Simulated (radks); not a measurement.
All-electron atom: C I in [He] 2s2 2p2.

All-electron calculation, scalar-relativistic Kohn-Sham, Slater X-alpha with alpha = 0.667, spin-polarised, spherical densities, finite nucleus; open shells are filled with parallel spins first; Fermi nuclear charge, rms radius 2.4702 fm. Program: a radial shooting solver on a logarithmic mesh with Libxc functionals.

Energy parts (eV):
| part | energy |
|---|---|
| total | -1010.366 |
| kinetic | 1011.182 |
| electron-nucleus | -2380.824 |
| Hartree | 479.450 |
| exchange | -120.174 |

Orbitals (lengths in bohr, moments of r in powers of bohr):
| orbital | occ. | eigenvalue (eV) | <r^4> | <1/r> |
|---|---|---|---|---|
| 1s up | 1 | -268.8656 | 0.02727 | 5.597 |
| 1s down | 1 | -267.7822 | 0.02664 | 5.614 |
| 2s up | 1 | -13.5681 | 17.75 | 0.9257 |
| 2s down | 1 | -10.0917 | 22.91 | 0.8850 |
| 2p up | 2 | -5.3332 | 42.67 | 0.7807 |
| 2p down | 0 | -2.1535 | 112.1 | 0.6961 |

The highest occupied level is 2p up at -5.333 eV. The spin density at the nucleus is -0.0355 e/bohr^3 (1s -0.3354, 2s 0.2999). The density falls to 0.001 e/bohr^3 at r = 3.69 bohr. The electron density at the nucleus is 127.7 e/bohr^3 (large components only).
